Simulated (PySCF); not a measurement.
## Calcium: a sound run and one with changed settings

Sound run: Ca [Ar] 4s2, Ca⁺ [Ar] 4s1. All numbers are calculated (PySCF 2.14, the spin-free X2C one-electron Hamiltonian (Gaussian nucleus), in x2c-SVPall). In the sound run the correlated levels freeze [Ar]. The sound run starts from symmetry-adapted Hartree-Fock orbitals and uses a fine grid where one is needed.

Changed run: basis STO-3G, all-electron and non-relativistic. This setting is unsound on purpose.

```json
{"species": "Ca", "method": "UHF", "sound run (hartree)": "-679.52012", "changed run (hartree)": "-669.98887", "converged": "yes"}
{"species": "Ca", "method": "TPSS", "sound run (hartree)": "-680.35650", "changed run (hartree)": "-670.72692", "converged": "yes"}
{"species": "Ca", "method": "r2SCAN", "sound run (hartree)": "-680.29549", "changed run (hartree)": "-670.68991", "converged": "yes"}
{"species": "Ca", "method": "MP2", "sound run (hartree)": "-679.53736", "changed run (hartree)": "-670.00456", "converged": "yes"}
{"species": "Ca", "method": "CCSD(T)", "sound run (hartree)": "-679.54696", "changed run (hartree)": "-670.01744", "converged": "yes"}
{"species": "Ca⁺", "method": "UHF", "sound run (hartree)": "-679.33084", "changed run (hartree)": "-669.84136", "converged": "yes"}
{"species": "Ca⁺", "method": "TPSS", "sound run (hartree)": "-680.13404", "changed run (hartree)": "-670.53748", "converged": "yes"}
{"species": "Ca⁺", "method": "r2SCAN", "sound run (hartree)": "-680.07958", "changed run (hartree)": "-670.50833", "converged": "yes"}
```

Ionisation energy of Ca:

```json
{"method": "UHF", "sound run (eV)": "5.151", "changed run (eV)": "4.014"}
{"method": "TPSS", "sound run (eV)": "6.054", "changed run (eV)": "5.155"}
{"method": "r2SCAN", "sound run (eV)": "5.875", "changed run (eV)": "4.941"}
{"method": "MP2", "sound run (eV)": "5.620", "changed run (eV)": "4.441"}
{"method": "SCS-MP2", "sound run (eV)": "5.714", "changed run (eV)": "4.526"}
{"method": "CCSD", "sound run (eV)": "5.881", "changed run (eV)": "4.791"}
{"method": "CCSD(T)", "sound run (eV)": "5.881", "changed run (eV)": "4.791"}
{"method": "CCSDT", "sound run (eV)": "5.881", "changed run (eV)": "4.791"}
{"method": "FCI", "sound run (eV)": "5.881", "changed run (eV)": "4.791"}
```

A minimal basis cannot let orbitals breathe on ionisation and holds almost no correlation. The Hamiltonian changed with the basis, so the totals do not compare.

For comparison, NIST gives 6.113 eV between the lowest levels.
